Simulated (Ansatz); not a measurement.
One geometry of CH8AlBSi2, several functionals.

```yaml
crystal:
  periodic: [false, false, false]
  atoms:
    - {symbol: B, position_ang: [-1.960558, 0.480173, -0.054888]}
    - {symbol: Si, position_ang: [-0.822962, -0.686729, -0.966229]}
    - {symbol: C, position_ang: [0.686377, -1.451489, -0.177948]}
    - {symbol: Si, position_ang: [1.618824, 0.044698, 0.566155]}
    - {symbol: Al, position_ang: [-0.234579, 1.638516, 0.436260]}
    - {symbol: H, position_ang: [-2.952652, 0.995821, -0.463826]}
    - {symbol: H, position_ang: [-1.707698, 0.644772, 1.162526]}
    - {symbol: H, position_ang: [-0.883877, -0.853403, -2.442894]}
    - {symbol: H, position_ang: [0.367719, -2.116100, 0.629982]}
    - {symbol: H, position_ang: [1.303225, -2.020572, -0.874877]}
    - {symbol: H, position_ang: [2.333301, -0.317011, 1.825604]}
    - {symbol: H, position_ang: [2.666784, 0.434455, -0.426256]}
    - {symbol: H, position_ang: [-0.393502, 3.172065, 0.801291]}
basis:
  gaussian: {orbitals: def2-TZVPP}
hamiltonian: {xc: {name: B3LYP}, dispersion: d4}
output: {forces: true, orbitals: {seedname: orbitals}}
```

```sh
$ ansatz run in.yaml --threads 4 --pin off --events-out ev --progress --plain --max-ram 10444MiB
```

Output, abridged:

```
Functional definition: B3LYP
1696 factors; their error is unknown
mean field evaluation 1: about -24186.4249 eV, gradient 6.7e1 eV
mean field evaluation 2: about -24174.7941 eV, gradient 8.5e1 eV
mean field evaluation 4: about -24198.2217 eV, gradient 4.0e0 eV
mean field evaluation 8: about -24198.2699 eV, gradient 1.5e-1 eV
mean field evaluation 16: about -24198.2911 eV, gradient 4.7e-4 eV
mean field -24198.29105770 eV, -889.2707941797 hartree, gradient 3.4e-5 eV, S^2 0.000000; 0 other end points of the search recorded, 0 dependent functions left out
reference -24198.29139170 eV, -889.2708064541 hartree; 30, 30 occupied and 270, 270 virtual orbitals, 1696 factors
Total energy: -24198.89214984 eV, -889.2928839084 hartree
Atom 0 at    -1.960558     0.480173    -0.054888 Å, force    -0.076626     0.028330     0.046994 eV/Å
Atom 1 at    -0.822962    -0.686729    -0.966229 Å, force    -0.214987    -0.139719    -0.213495 eV/Å
Atom 2 at     0.686377    -1.451489    -0.177948 Å, force     0.017449    -0.098781     0.006482 eV/Å
Atom 3 at     1.618824     0.044698     0.566155 Å, force     0.223588     0.087719     0.093380 eV/Å
Atom 4 at    -0.234579     1.638516     0.436260 Å, force     0.037775     0.223566     0.098874 eV/Å
Atom 5 at    -2.952652     0.995821    -0.463826 Å, force     0.111090    -0.060769     0.045666 eV/Å
Atom 6 at    -1.707698     0.644772     1.162526 Å, force    -0.034726    -0.006599    -0.125760 eV/Å
Atom 7 at    -0.883877    -0.853403    -2.442894 Å, force     0.011068     0.023864     0.087371 eV/Å
Atom 8 at     0.367719    -2.116100     0.629982 Å, force     0.032081     0.024324    -0.061714 eV/Å
Atom 9 at     1.303225    -2.020572    -0.874877 Å, force    -0.041432     0.018272     0.051469 eV/Å
Atom 10 at     2.333301    -0.317011     1.825604 Å, force    -0.032569     0.018839    -0.068989 eV/Å
Atom 11 at     2.666784     0.434455    -0.426256 Å, force    -0.050040    -0.025743     0.058397 eV/Å
Atom 12 at    -0.393502     3.172065     0.801291 Å, force     0.017330    -0.093305    -0.018674 eV/Å
Dipole moment:     0.185091    -0.262394    -0.053841 e Å
```

It took 9 s on 4 threads of an Arm Neoverse V1 on a shared host, with 1.1 GiB of host memory at the peak.

With the line `hamiltonian: {xc: pbe, dispersion: d4}` (abridged; 4.4 s):

```
Functional definition: PBE
mean field evaluation 16: about -24181.6689 eV, gradient 1.5e-3 eV
mean field -24181.66884867 eV, -888.6599392647 hartree, gradient 3.3e-5 eV, S^2 0.000000
Total energy: -24182.03725742 eV, -888.6734780365 hartree
Atom 0 force    -0.063992     0.063366     0.052011 eV/Å
Atom 1 force    -0.062226    -0.071201    -0.027003 eV/Å
Atom 2 force     0.029035    -0.008177    -0.008481 eV/Å
Atom 3 force    -0.058345     0.110157     0.041990 eV/Å
Atom 4 force     0.041750    -0.002784    -0.019149 eV/Å
Atom 5 force    -0.109914     0.046174    -0.039194 eV/Å
Atom 6 force    -0.019570    -0.001538     0.085419 eV/Å
Atom 7 force    -0.000244    -0.005497    -0.173533 eV/Å
Atom 8 force    -0.052570    -0.128733     0.148352 eV/Å
Atom 9 force     0.119202    -0.118413    -0.128814 eV/Å
Atom 10 force     0.089377    -0.036410     0.133779 eV/Å
Atom 11 force     0.105198     0.037045    -0.096550 eV/Å
Atom 12 force    -0.017702     0.116011     0.031172 eV/Å
Dipole moment:     0.185620    -0.266219    -0.046767 e Å
```

B3LYP takes the VWN-RPA correlation (the form of Gaussian; ORCA's B3LYP/G).
